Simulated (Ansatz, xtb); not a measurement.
**Isomers of FGeH6NSi in order of energy**

4 gas-phase structures of FGeH6NSi, from a drawn sample of its isomers (lower ones may exist). Each was relaxed with GFN2-xTB; where two conformers were screened, the lower at r2SCAN-D4/def2-SVP is listed:

A. `[NH2][GeH2][SiH2]F`, a singlet
B. `[NH2][Ge@@H]([F])[SiH3]`, a singlet
C. `N[Si@@H](F)[GeH3]`, a singlet
D. `N[SiH2][GeH2][F]`, a singlet

Make a reasoned guess at their ranking by r2SCAN-D4/def2-SVP single-point energy.

Calculated order at r2SCAN-D4/def2-SVP: C (0.000), A (0.719), D (0.843), B (1.060) eV.

Energies above the lowest of each column, in eV; the last columns are at B3LYP-D3(BJ)/def2-SVP geometries:

```tsv
structure	GFN2-xTB	HF/STO-3G	r2SCAN-D4/def2-SVP	B3LYP-D3(BJ)/def2-SVP	CCSD(T)/def2-SVP + ΔMP2/def2-TZVPP
C	0.000	0.000	0.000	0.000	0.000
A	0.289	0.373	0.719	0.784	0.789
D	0.329	0.865	0.843	0.925	1.043
B	0.575	0.734	1.060	1.029	1.165
```

Every level run on C puts it lowest or level with the lowest. Flexible structures stand in one conformer each, not always the lowest. The ΔMP2 step shifts differences by up to 0.170 eV, which makes them less sure. ΔMP2 is the change of the MP2 energy from the smaller to the larger basis.

Over these structures GFN2-xTB departs from r2SCAN-D4/def2-SVP by 0.179 eV on average once a common shift is removed. A GFN2-xTB relaxation took about 0.29 s and the r2SCAN-D4/def2-SVP energy about 5.9 s on a shared host (Ansatz 0.2.0, xtb 6.7.1).
